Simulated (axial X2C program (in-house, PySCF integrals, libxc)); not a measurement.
# HBr⁻: properties at the nuclei

Calculated with an in-house all-electron X2C program for linear molecules (integrals from PySCF): two-component X2C with atomic mean-field Coulomb and Gaunt terms, Gaussian nuclei, basis Br dyall-acv3z, H dyall-av3z with contracted cores.

R = 1.507 Å (near the PBE0 minimum at charge -1 of the determinant lowest at the starting distance; the state shown can have its own minimum elsewhere).

Determinant lowest in the PBE0 search, Ω = 1/2 (⟨Sz⟩ = 0.50, ⟨Lz⟩ = 0.00 at PBE0), spin on the atoms Br -0.50, H 1.00:

```tsv
level	Eeff magnitude (GV/cm)	Ws magnitude Br (kHz)	A∥/gI Br (MHz)	qzz Br (a.u.)	A∥/gI H (MHz)	qzz H (a.u.)
PBE0	1.48	1.32	749	6.39	21.4	0.13
HF	0.867	0.767	430	7.30	2.41	0.13
BHandHLYP	1.53	1.36	812	6.66	19.1	0.13
PBE	1.52	1.36	789	6.17	26.4	0.13
TPSSh	1.45	1.29	723	6.46	27.3	0.13
```

Determinant 1.81 eV from it at PBE0 and this distance, Ω = 3/2 (⟨Sz⟩ = 0.50, ⟨Lz⟩ = 1.00 at PBE0), spin on the atoms Br 0.53, H -0.03:

```json
{"level": "PBE0", "Eeff magnitude (GV/cm)": "0.00688", "Ws magnitude Br (kHz)": "0.00184", "A∥/gI Br (MHz)": "46.8", "qzz Br (a.u.)": "8.57", "A∥/gI H (MHz)": "0.267", "qzz H (a.u.)": "0.15"}
{"level": "HF", "Eeff magnitude (GV/cm)": "0.019", "Ws magnitude Br (kHz)": "0.00525", "A∥/gI Br (MHz)": "56.7", "qzz Br (a.u.)": "8.82", "A∥/gI H (MHz)": "0.169", "qzz H (a.u.)": "0.15"}
{"level": "BHandHLYP", "Eeff magnitude (GV/cm)": "0.00126", "Ws magnitude Br (kHz)": "0.000238", "A∥/gI Br (MHz)": "55.7", "qzz Br (a.u.)": "8.81", "A∥/gI H (MHz)": "0.295", "qzz H (a.u.)": "0.14"}
{"level": "PBE", "Eeff magnitude (GV/cm)": "0.00542", "Ws magnitude Br (kHz)": "0.00145", "A∥/gI Br (MHz)": "44.7", "qzz Br (a.u.)": "8.53", "A∥/gI H (MHz)": "0.282", "qzz H (a.u.)": "0.15"}
{"level": "TPSSh", "Eeff magnitude (GV/cm)": "0.00597", "Ws magnitude Br (kHz)": "0.00165", "A∥/gI Br (MHz)": "42.6", "qzz Br (a.u.)": "8.72", "A∥/gI H (MHz)": "0.278", "qzz H (a.u.)": "0.15"}
```

Eeff is the effective electric field on the electron electric dipole moment in this Ω state and Ws the scalar–pseudoscalar constant of the nucleus named (defined with the proton number Z and per Ω); A∥ (defined per Ω) follows by multiplying with gI = μI/(I μN); qzz is the electric field gradient, eQq0 = 234.96 MHz × Q/barn × qzz. The operators were transformed with the bare-nucleus X2C matrices; with these basis sets, hyperfine constants and field gradients can be off by tens of per cent, and where levels differ in sign neither size nor sign is settled.

Task: With gI(79Br) = 1.4043, Q(79Br) = 0.3087 barn (g factors from the IAEA table of nuclear moments by Stone; Q from Pyykkö, Mol. Phys. 2018), turn the PBE0 values of the first state into constants in MHz.

Result: A∥(79Br) = 749 × 1.4043 = 1050 MHz; eQq0(79Br) = 234.96 × (0.3087) × (6.39) = 463 MHz.

Each state is one determinant with collinear spin. Unrestricted Hartree–Fock can overshoot spin polarisation at the nuclei. For an anion, determinants above electron detachment, or with a positive highest level, are held by the basis set. Where Eeff spreads by more than a factor of two the levels disagree and none is to be relied on. In the state Ω = 1/2 the atomic spins oppose each other (-0.50, 1.00): a broken-symmetry determinant whose values are not spin-projected. The search compared states at one distance, so a state with another bond length can lie lower. Where a field gradient or hyperfine factor spreads by more than a factor of two over the levels, a constant derived from it is not to be relied on. PBE0 term energies can be off by some tenths of an eV.
